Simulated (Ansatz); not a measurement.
# Ligand exchange: C5H10 + GeH(SH)3 → C5H10S + GeH2(SH)2

Species: C5H10 (cyclopentane) `C1CCCC1`, singlet; GeH(SH)3, singlet; C5H10S (cyclopentanethiol) `SC1CCCC1`, singlet; GeH2(SH)2, singlet. The partners trade H for SH: C–H and Ge–SH bonds give way to C–SH and Ge–H.

Shapes, held fixed at every level: PBE0-D4/def2-TZVP. Flexible molecules stand in one conformer, not always the lowest. Programs: Ansatz 0.2.0. Electronic energies: no zero-point or thermal term.

```tsv
level	kind	ΔE (kJ/mol)	less CCSD(T)/def2-TZVPP
HF/def2-TZVPP	Hartree–Fock	+98.9	+4.9
B3LYP-D4/def2-TZVPP	global hybrid	+97.4	+3.4
wB97X-V/def2-TZVPP	range-separated hybrid	+92.3	-1.7
B2PLYP/def2-TZVPP	double hybrid	+96.8	+2.8
MP2/def2-TZVPP	perturbation theory	+96.9	+2.9
CCSD/def2-TZVPP	coupled cluster or CI	+94.8	+0.8
CCSD(T)/def2-TZVPP	coupled cluster or CI	+94.0	0.0
```

The highest level, CCSD(T)/def2-TZVPP, gives ΔE = +94.0 kJ/mol; the levels span +92.3 to +98.9. The column of differences is taken from that level and isn't an error. No measured value is set beside it here. Relativity is left out for Ge. Outer-core shells of Ge are correlated in most correlated rows, in sets that cover them unevenly.
